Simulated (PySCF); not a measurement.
## Deuteron quadrupole couplings in `C=C/C=C\CN([SiH3])[SiH2]P`

Compound: C5H14NPSi2.
Cartesian coordinates in Å at the GFN2-xTB level; atoms count from 1:
```xyz
23
C5H14NPSi2 angstrom
C      3.306    1.594    0.577
C      2.242    0.989    0.057
C      2.066   -0.445    0.080
C      1.052   -1.140   -0.441
C     -0.163   -0.604   -1.129
N     -1.344   -0.736   -0.283
Si    -2.046   -2.318   -0.123
Si    -1.650    0.541    0.848
P     -1.221    2.470   -0.208
H      4.106    1.037    1.037
H      3.417    2.664    0.557
H      1.459    1.584   -0.394
H      2.861   -0.992    0.574
H      1.041   -2.217   -0.327
H     -0.332   -1.172   -2.050
H     -0.040    0.448   -1.400
H     -1.387   -3.110    0.922
H     -1.878   -2.960   -1.427
H     -3.451   -2.116    0.212
H     -0.773    0.499    2.028
H     -3.045    0.379    1.259
H     -1.919    3.239    0.701
H     -2.307    2.394   -1.062
```

Level: PBE0/pcSseg-1 (PySCF, non-relativistic); Q(2H) = 0.00286 b; rigid geometry, the same for H and D, with no vibrational averaging.

**Question.** Rank these positions by the coupling χzz of a deuteron there, largest first.
A. H12 (vinylic hydrogen)
B. H16 (methylene hydrogen)
C. H23 (P–H hydrogen)
D. H10 (vinylic hydrogen)
E. H17 (Si–H hydrogen)
F. H19 (Si–H hydrogen)

**Answer.** D (224 kHz), A (213 kHz), B (196 kHz), C (145 kHz), F (111 kHz), E (106 kHz).

**Question.** Give the electric field gradient Vzz (the principal value of largest size), its asymmetry and the 2H coupling at each hydrogen.

**Answer.** 
```
atom  bonded to  bond length (Å)  Vzz (au)     η  χzz (kHz)
 H10         C1            1.078    0.3341  0.06        224
 H11         C1            1.076    0.3383  0.05        227
 H12         C2            1.082    0.3166  0.07        213
 H13         C3            1.084    0.3185  0.07        214
 H14         C4            1.083    0.3215  0.08        216
 H15         C5            1.096    0.2915  0.04        196
 H16         C5            1.094    0.2913  0.06        196
 H17        Si7            1.468    0.1580  0.01        106
 H18        Si7            1.464    0.1611  0.04        108
 H19        Si7            1.458    0.1650  0.04        111
 H20        Si8            1.471    0.1557  0.02        105
 H21        Si8            1.463    0.1609  0.05        108
 H22         P9            1.381    0.2197  0.07        148
 H23         P9            1.384    0.2154  0.07        145
```

**Question.** Average by the element that carries the hydrogen.

**Answer.** on C: 212 kHz over 7 positions, mean bond length 1.085 Å; on Si: 108 kHz over 5 positions, mean bond length 1.465 Å; on P: 146 kHz over 2 positions, mean bond length 1.382 Å.

**Question.** How does χzz go with the bond length over the 7 C–H bonds?

**Answer.** A straight-line fit has a slope of -16.5 kHz for each 0.01 Å, with a correlation coefficient of -0.98, over lengths from 1.076 to 1.096 Å. The longer bonds have the smaller couplings here.

The structure is a single GFN2-xTB conformer in the gas phase; no vibrational or solvent corrections. GFN2-xTB bond lengths can be off by several hundredths of an ångström, more for odd bonds, and the gradients follow them. With so small a basis the couplings can be 20 % off.
